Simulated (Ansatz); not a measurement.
```yaml
crystal:
  periodic: [false, false, false]
  atoms:
    - {symbol: C, position_ang: [-0.425427, -0.117978, -2.893140]}
    - {symbol: N, position_ang: [-0.633539, 0.109664, -1.509490]}
    - {symbol: C, position_ang: [-2.052105, -0.031003, -1.101823]}
    - {symbol: Si, position_ang: [0.680056, 0.215144, -0.272316]}
    - {symbol: Cl, position_ang: [2.265935, 0.739772, -1.339499]}
    - {symbol: N, position_ang: [0.068685, 1.340349, 0.889938]}
    - {symbol: C, position_ang: [-0.638168, 2.556122, 0.468360]}
    - {symbol: C, position_ang: [0.704873, 1.471990, 2.164292]}
    - {symbol: N, position_ang: [0.895773, -1.255242, 0.560408]}
    - {symbol: C, position_ang: [-0.023817, -1.806862, 1.502990]}
    - {symbol: C, position_ang: [1.936515, -2.207591, 0.189326]}
    - {symbol: H, position_ang: [-1.061480, 0.558043, -3.543149]}
    - {symbol: H, position_ang: [-0.631135, -1.174619, -3.156474]}
    - {symbol: H, position_ang: [0.589145, 0.077845, -3.173778]}
    - {symbol: H, position_ang: [-2.358248, -1.102281, -1.266643]}
    - {symbol: H, position_ang: [-2.184019, 0.166911, -0.018062]}
    - {symbol: H, position_ang: [-2.670922, 0.615031, -1.702152]}
    - {symbol: H, position_ang: [-1.440880, 2.757388, 1.165543]}
    - {symbol: H, position_ang: [0.074262, 3.443803, 0.509934]}
    - {symbol: H, position_ang: [-1.010685, 2.453429, -0.528132]}
    - {symbol: H, position_ang: [-0.095954, 1.588659, 2.972443]}
    - {symbol: H, position_ang: [1.342460, 2.221308, 2.202902]}
    - {symbol: H, position_ang: [1.201693, 0.538995, 2.362310]}
    - {symbol: H, position_ang: [-0.793406, -1.025748, 1.759795]}
    - {symbol: H, position_ang: [0.431764, -2.129842, 2.370546]}
    - {symbol: H, position_ang: [-0.560222, -2.626126, 1.089848]}
    - {symbol: H, position_ang: [2.703788, -1.782118, -0.480631]}
    - {symbol: H, position_ang: [2.497640, -2.520463, 1.085731]}
    - {symbol: H, position_ang: [1.456709, -3.035516, -0.298536]}
basis:
  gaussian: {orbitals: cc-pVDZ, point_charges: [{charge: 1.00, position_ang: [6.659, -0.023, 0.073]}]}
hamiltonian: {xc: {name: revPBE}, dispersion: d3bjatm}
accuracy: high
output: {forces: true}
```

```sh
$ ansatz run in.yaml --threads 11 --pin off --events-out ev --progress --plain --max-ram 120832MiB --backend cpu
```

It prints (some lines left out):

```
Functional definition: revPBE
6426 factors; integrals over basis functions are off by at most 4.1e-8 eV
mean field evaluation 1: about -31354.3112 eV, gradient 1.0e2 eV
mean field evaluation 2: about -31297.7787 eV, gradient 1.8e2 eV
mean field evaluation 4: about -31379.9948 eV, gradient 1.2e1 eV
mean field evaluation 8: about -31380.2684 eV, gradient 4.8e-1 eV
mean field evaluation 16: about -31380.2689 eV, gradient 1.2e-4 eV
mean field -31380.26892365 eV, -1153.2036126339 hartree, gradient 5.3e-8 eV, S^2 0.000000; 0 other end points of the search recorded, 0 dependent functions left out
reference -31380.26893053 eV, -1153.2036128866 hartree; 53, 53 occupied and 199, 199 virtual orbitals, 6426 factors
Total energy: -31382.48275227 eV, -1153.2849693350 hartree
Atom 0 at    -0.425427    -0.117978    -2.893140 Å, force    -1.037419    -0.023182    -0.854117 eV/Å
Atom 1 at    -0.633539     0.109664    -1.509490 Å, force     0.223848     0.936158     1.803389 eV/Å
Atom 2 at    -2.052105    -0.031003    -1.101823 Å, force     1.446578    -1.499539     0.553508 eV/Å
Atom 3 at     0.680056     0.215144    -0.272316 Å, force    -4.668890    -0.215648    -0.164471 eV/Å
Atom 4 at     2.265935     0.739772    -1.339499 Å, force     2.725498     0.703996    -1.246534 eV/Å
Atom 5 at     0.068685     1.340349     0.889938 Å, force    -0.362825     0.396484    -0.950738 eV/Å
Atom 6 at    -0.638168     2.556122     0.468360 Å, force     1.842736     0.430951     0.803767 eV/Å
Atom 7 at     0.704873     1.471990     2.164292 Å, force    -4.571120    -3.735243     0.942968 eV/Å
Atom 8 at     0.895773    -1.255242     0.560408 Å, force     2.145086    -0.322942    -0.038685 eV/Å
Atom 9 at    -0.023817    -1.806862     1.502990 Å, force    -2.025200     2.531752    -1.288592 eV/Å
Atom 10 at     1.936515    -2.207591     0.189326 Å, force     0.227731     1.012783     0.441384 eV/Å
Atom 11 at    -1.061480     0.558043    -3.543149 Å, force     0.123016    -0.396107     0.252691 eV/Å
Atom 12 at    -0.631135    -1.174619    -3.156474 Å, force    -0.233216    -0.261932    -0.374928 eV/Å
Atom 13 at     0.589145     0.077845    -3.173778 Å, force     1.202712     0.232206    -0.322691 eV/Å
Atom 14 at    -2.358248    -1.102281    -1.266643 Å, force    -0.226768     0.320397    -0.025624 eV/Å
Atom 15 at    -2.184019     0.166911    -0.018062 Å, force     0.043384     0.181335    -0.181484 eV/Å
Atom 16 at    -2.670922     0.615031    -1.702152 Å, force    -0.773756     0.692575    -0.514719 eV/Å
Atom 17 at    -1.440880     2.757388     1.165543 Å, force    -0.824180     0.232925     0.539822 eV/Å
Atom 18 at     0.074262     3.443803     0.509934 Å, force    -0.504379    -0.362865    -0.127439 eV/Å
Atom 19 at    -1.010685     2.453429    -0.528132 Å, force    -0.450202    -0.129016    -1.143771 eV/Å
Atom 20 at    -0.095954     1.588659     2.972443 Å, force     0.688911     0.087144    -0.403814 eV/Å
Atom 21 at     1.342460     2.221308     2.202902 Å, force     3.704425     4.489615     0.365703 eV/Å
Atom 22 at     1.201693     0.538995     2.362310 Å, force     0.694189    -0.875285     0.456264 eV/Å
Atom 23 at    -0.793406    -1.025748     1.759795 Å, force     0.403313    -0.420060     0.008540 eV/Å
Atom 24 at     0.431764    -2.129842     2.370546 Å, force     1.486558    -0.871710     2.693814 eV/Å
Atom 25 at    -0.560222    -2.626126     1.089848 Å, force    -0.935583    -1.491503    -0.743057 eV/Å
Atom 26 at     2.703788    -1.782118    -0.480631 Å, force    -0.179804     0.187790    -0.276551 eV/Å
Atom 27 at     2.497640    -2.520463     1.085731 Å, force     0.047040    -0.491712     0.353552 eV/Å
Atom 28 at     1.456709    -3.035516    -0.298536 Å, force    -0.129652    -1.358147    -0.527509 eV/Å
Dipole moment:    -0.503231    -0.094535     0.268398 e Å
```

It took 11 s on 11 threads of an AMD EPYC 7R13 on a shared host, with 2.5 GiB of host memory at the peak.
